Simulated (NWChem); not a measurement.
CAgClO

```xyz
4

Ag     0.0000     0.0000     0.0231
Cl     0.0000     0.0000    -2.2448
O      0.0000     0.0000     3.1390
C      0.0000     0.0000     1.9941
```
Charge 0, spin multiplicity 1.

The numbers come from NWChem runs, not from measurements. The geometry was optimised at PBE/def2-SVP with def2 effective core potentials on Ag, a minimum by its harmonic frequencies.

Symmetry labels belong to the abelian group C2v used in the runs, with the axes of the coordinates shown; states degenerate in a higher group split over its labels.

Effective core potentials replace the inner electrons of Ag; spin-orbit coupling is left out. The structure started from a generated list of species.

Problem. List the lowest 6 singlet excitations that TD-PBE/def2-SVP with def2 effective core potentials on Ag gives, with oscillator strengths.

Solution. 
| state | symmetry | energy (eV) | wavelength (nm) | f |
|---|---|---|---|---|
| 1 | a2 | 2.83 | 438 | 0.000 |
| 2 | a1 | 2.89 | 429 | 0.000 |
| 3 | a2 | 2.89 | 429 | 0.000 |
| 4 | a1 | 3.58 | 347 | 0.148 |
| 5 | b1 | 3.66 | 339 | 0.010 |
| 6 | b2 | 3.66 | 339 | 0.010 |
